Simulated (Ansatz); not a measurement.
Gas-phase electronic energies from Ansatz, PBE0-D4/def2-TZVP geometries. CBS: MP2 limit from def2 TZ/QZ plus the TZ coupled-cluster correction, frozen cores. This one scheme is used for every species. Functionals use def2-TZVPP. B3LYP here is the variant with VWN-RPA as its local correlation; programs differ in this. def2 core potentials past Kr. For Sn outer-core shells are correlated without core-valence functions, which leaves a few kJ/mol of doubt a bond. One conformer a species, not always the lowest.

Reaction (substitution at a C–O bond): `C[O][Sn][CH3]` + `CO[SiH2]N` → `CN[SiH2]OC` + `[CH3][Sn][OH]`

| level | ΔE (kJ/mol) | difference from CCSD(T)/CBS |
| --- | --- | --- |
| PBE-D4 | -15.7 | 1.0 |
| r2SCAN-D4 | -14.0 | 2.7 |
| PBE0-D4 | -17.3 | -0.6 |
| B3LYP-D4 | -13.0 | 3.7 |
| ωB97X-V | -16.2 | 0.5 |
| ωB97M-V | -17.0 | -0.3 |
| B2PLYP | -14.5 | 2.2 |
| PBE | -15.7 | 1.0 |
| HF/def2-TZVPP | -12.6 | 4.1 |
| SCS-MP2/def2-TZVPP | -17.2 | -0.5 |
| CCSD/def2-TZVPP | -16.9 | -0.2 |
| HF/def2-QZVPP | -12.5 | 4.2 |
| MP2/def2-QZVPP | -18.7 | -2.0 |
| SCS-MP2/def2-QZVPP | -17.4 | -0.7 |
| HF/CBS(def2) | -12.5 | 4.2 |
| CCSD/CBS(def2) | -17.0 | -0.3 |
| CCSD(T)/CBS | -16.7 | 0 |

Largest T1 diagnostic among the species: 0.017.

In def2-TZVPP, CCSD(T) changes the Hartree–Fock value by −3.9 kJ/mol (the triples alone add +0.3 kJ/mol) and MP2 by −6.1 kJ/mol.
